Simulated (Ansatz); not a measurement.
Geometry optimisation, RKS BLYP/def2-SVP (Ansatz).

input.yaml

```yaml
crystal:
  periodic: [false, false, false]
  atoms:
    - { symbol: Al, position_ang: [-0.052066, -0.47072, -0.302961] }
    - { symbol: F, position_ang: [-0.168557, -0.560207, 1.377622] }
    - { symbol: O, position_ang: [1.44548, -0.607167, -1.10479] }
    - { symbol: H, position_ang: [2.29653, -0.679956, -0.640807] }
    - { symbol: Cl, position_ang: [-1.822824, -0.425977, -1.431845] }
    - { symbol: P, position_ang: [-0.489597, 2.683137, 1.092953] }
    - { symbol: H, position_ang: [-1.775105, 3.121129, 1.567027] }
    - { symbol: H, position_ang: [0.261044, 3.461135, 2.041501] }
    - { symbol: H, position_ang: [-0.480407, 1.487025, 1.874999] }
basis:
  gaussian: { orbitals: def2-SVP }
hamiltonian:
  xc: blyp
relax:
  f_tol: 0.03
  max_steps: 50
```

Launched with:

```bash
$ ansatz run input.yaml --threads 2 --pin off --max-ram 3072MiB --backend cpu --events-out ev --progress --plain --runs-dir out
```

Question: Where does it end, and by what steps?

Answer: It converged. After 23 steps the energy has fallen by 0.491 eV; H7 moved furthest, 1.48 Å. Joined: Al1–P6 (3.48 → 2.57 Å).

```tsv
step	energy less start (eV)	largest force component (eV/Å)	accepted
0	0.0000	0.266	yes
1	-0.0321	0.436	yes
2	-0.0620	0.602	yes
3	-0.0971	1.211	yes
4	-0.1936	1.200	yes
5	-0.3102	1.046	yes
6	-0.3958	0.285	yes
7	-0.4191	0.574	yes
8	-0.4415	0.171	yes
9	-0.4427	0.109	yes
10	-0.4485	0.034	yes
11	-0.4479	0.291	no
12	-0.4499	0.046	yes
13	-0.4541	0.076	yes
14	-0.4558	0.320	yes
15	-0.4614	0.189	yes
16	-0.4719	0.106	yes
17	-0.4750	0.263	yes
18	-0.4838	0.178	yes
19	-0.4874	0.118	yes
20	-0.4896	0.078	yes
21	-0.4905	0.088	yes
22	-0.4913	0.040	yes
23	-0.4914	0.022	yes
```

```xyz
9
Properties=species:S:1:pos:R:3
Al -0.071 -0.230 0.020
F 0.274 -1.218 1.346
O 1.192 0.197 -1.073
H 2.086 -0.169 -0.968
Cl -2.049 -0.336 -0.780
P -0.452 1.990 1.253
H -0.819 3.106 0.441
H 0.570 2.615 2.031
H -1.516 2.052 2.203
```

Whether the end is a true minimum wasn't checked by a vibrational analysis.

Run time: 52 s on 2 threads of Arm Neoverse V2 (shared host), peak memory 0.18 GiB.
